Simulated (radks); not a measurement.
Q: The mean radii <r> (bohr) of the occupied orbitals of an atom or ion are listed with their occupations. All-electron calculation, Dirac Kohn-Sham, PBE, spin-unpolarised, spherical densities, finite nucleus; Fermi nuclear charge, rms radius of each element as measured or else 0.836 A^(1/3) + 0.57 fm. Program: a radial shooting solver on a logarithmic mesh with Libxc functionals.

| orbital | occ. | <r> |
|---|---|---|
| 1s1/2 | 2 | 0.02905 |
| 2s1/2 | 2 | 0.1247 |
| 2p1/2 | 2 | 0.1054 |
| 2p3/2 | 4 | 0.1107 |
| 3s1/2 | 2 | 0.3261 |
| 3p1/2 | 2 | 0.3147 |
| 3p3/2 | 4 | 0.3244 |
| 3d3/2 | 4 | 0.2906 |
| 3d5/2 | 3 | 0.2936 |

Name the element and its charge. Open shells, if any, fill j = l - 1/2 first.

A: Z = 50, tin, charge +25: Sn25+ in [Ar] 3d7. The 1s radius gives Z: for a bare nucleus <r> = (2 gamma + 1)/(2Z) with gamma = sqrt(1 - (Z/c)^2), 0.02862 bohr for Z = 50, and screening makes it slightly larger (0.02905 here). The occupations add up to 25, and the charge is Z minus that.
